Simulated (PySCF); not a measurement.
## Chlorine: a sound run and one with changed settings

Sound run: Cl²⁺ [Ne] 3s2 3p3, Cl³⁺ [Ne] 3s2 3p2. Computed with PySCF 2.14 in aug-cc-pVDZ-DK, with scalar relativity by spin-free X2C-1e. In the sound run the correlated levels freeze [Ne]. The sound run starts from symmetry-adapted Hartree-Fock orbitals and uses a fine grid where one is needed.

Changed run: the non-relativistic Hamiltonian (point nucleus). This setting is unsound on purpose.

| species | method | sound run (hartree) | changed run (hartree) | converged |
| --- | --- | --- | --- | --- |
| Cl²⁺ | UHF | -459.61879 | -457.85062 | yes |
| Cl²⁺ | PBE0 | -460.05879 | -458.29147 | yes |
| Cl²⁺ | BP86 | -460.24452 | -458.47761 | yes |
| Cl²⁺ | MP2 | -459.69047 | -457.92243 | yes |
| Cl²⁺ | CCSD(T) | -459.71025 | -457.94234 | yes |
| Cl³⁺ | UHF | -458.18669 | -456.41860 | yes |
| Cl³⁺ | PBE0 | -458.60062 | -456.83328 | yes |
| Cl³⁺ | BP86 | -458.78866 | -457.02163 | yes |
| Cl³⁺ | MP2 | -458.24222 | -456.47425 | yes |
| Cl³⁺ | CCSD(T) | -458.26485 | -456.49712 | yes |

Ionisation energy of Cl²⁺:

```json
{"method": "UHF", "sound run (eV)": "38.970", "changed run (eV)": "38.967"}
{"method": "PBE0", "sound run (eV)": "39.679", "changed run (eV)": "39.679"}
{"method": "BP86", "sound run (eV)": "39.616", "changed run (eV)": "39.619"}
{"method": "MP2", "sound run (eV)": "39.409", "changed run (eV)": "39.407"}
{"method": "SCS-MP2", "sound run (eV)": "39.252", "changed run (eV)": "39.250"}
{"method": "CCSD", "sound run (eV)": "39.327", "changed run (eV)": "39.323"}
{"method": "CCSD(T)", "sound run (eV)": "39.331", "changed run (eV)": "39.327"}
```

Most of the change in total energy is the relativistic energy itself. On top of that the contraction fixes the core shape for the Hamiltonian it was made with, so the changed run is not a good calculation with the other Hamiltonian either.

For comparison, NIST gives 39.8 ± 0.11 eV between the lowest levels.
